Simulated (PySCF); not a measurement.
Method: B3LYP-D3(BJ)/def2-TZVP (PySCF). All species are isolated molecules in the gas phase. B3LYP has the VWN-RPA correlation part, as in Gaussian. Delta-SCF ions had no search for a lower state. Excitations are Tamm–Dancoff values on a coarser integration grid. The basis has no diffuse functions, so Rydberg states are missing or too high.

Reference species (SMILES): `[NH2][Al]([NH2])[NH2]` (neutral, multiplicity 1).

```
Item                                      Result
--------------------------------------  --------
LUMO                                    -0.02 eV
vertical ionisation energy (Delta-SCF)   8.73 eV
T1 excitation (TDA)                      5.09 eV
```

Changed species: `[Al]([SiH3])([SiH3])[NH2]` (2 of 3 NH2 replaced by SiH3; the reference has 0 of 3 NH2 replaced by SiH3).

Task: Give the shifts of the LUMO, vertical ionisation energy (Delta-SCF) and T1 excitation (TDA).

Result: the LUMO drops by 1.58 eV, to -1.60 eV; the vertical ionisation energy (Delta-SCF) rises by 0.11 eV, to 8.84 eV; the T1 excitation (TDA) decreases by 1.33 eV, to 3.76 eV.
